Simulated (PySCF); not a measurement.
## Ionisation energy of Ga by level of theory

Ga [Ar] 3d10 4s2 4p1 (2P) → Ga⁺ [Ar] 3d10 4s2 (1S), as a difference of total energies. Computed with PySCF 2.14 in aug-cc-pVTZ-PP with ECP10MDF, with scalar relativity through the core potential. Correlated levels: valence: 3s2 3p6 3d10 frozen. The calculations carry no spin-orbit coupling.

```tsv
method	ionisation energy (eV)
UHF	5.533
MP2 (valence)	5.746
CCSD(T) (valence)	5.827
CCSDT (valence)	5.836
```

Question: Estimate what SCS-MP2 (valence) gives.

Answer: 5.727 eV, closest to MP2 (valence) among the rows shown.

Question: Estimate what CCSD (valence) gives.

Answer: 5.802 eV, closest to CCSD(T) (valence) among the rows shown.

Errors of the correlated levels include the incompleteness of this basis and the frozen core.

For comparison: 5.931 eV (measured; NIST levels, between the centres of gravity of the two terms).
